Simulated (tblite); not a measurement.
**Question.** Write Cartesian coordinates for `C/C=C\[Si@H](NC)C(N)=O` as optimised with GFN2-xTB.

**Answer.** 
```
atom  x, y, z in Å
C1     2.119    0.157   -0.783
C2     1.842    0.075    0.679
C3     0.635    0.054    1.233
Si4   -1.025    0.108    0.338
N5    -1.159   -1.185   -0.777
C6    -1.073   -2.584   -0.436
C7    -1.182    1.649   -0.793
N8    -0.636    2.796   -0.329
O9    -1.770    1.617   -1.859
H10    2.654   -0.734   -1.107
H11    1.198    0.242   -1.353
H12    2.756    1.016   -0.997
H13    2.730    0.028    1.304
H14    0.588   -0.012    2.314
H15   -2.064    0.217    1.385
H16   -1.718   -1.015   -1.601
H17   -2.040   -3.006   -0.142
H18   -0.692   -3.154   -1.285
H19   -0.384   -2.697    0.398
H20   -0.687    3.638   -0.883
H21   -0.100    2.808    0.518
```

Any rigid rotation of these coordinates is as good. Atoms count from 1 in this order. The C–N distances run from 1.352 Å (C7–N8, drawn single) to 1.443 Å (N5–C6, drawn single), a spread of 0.091 Å. Si4 (SiH silicon) is distorted tetrahedral (angles from 102.5° to 117.5°). The 2 C–C bonds span 1.328 Å (C2=C3, drawn double) to 1.490 Å (C1–C2, drawn single), a spread of 0.162 Å. Of the pairs four or more bonds apart, Si4···H11 is among the closest relative to their van der Waals radii: 2.80 Å, 85 % of the sum of Bondi's values.

Bonds between heavy atoms (Å): C1–C2 1.490, C2=C3 1.328, C3–Si4 1.887, Si4–N5 1.712, N5–C6 1.443, Si4–C7 1.918, C7–N8 1.352, C7=O9 1.218.

Computed geometry: GFN2-xTB, gas phase.

Point group: C1 (no symmetry element, even within 0.4 Å). Its GFN2-xTB frequencies are all real (lowest 24 cm⁻¹). The numbers are those of one conformer (C2–C3–Si4–N5 57°, C3–Si4–N5–C6 59°, C3–Si4–C7–N8 -37°, Si4–C7–N8–H 180° and 6°). 3 starts were optimised and ended at 0.00, 0.98 and 0.99 kcal/mol (GFN2-xTB); the lowest of these is shown.
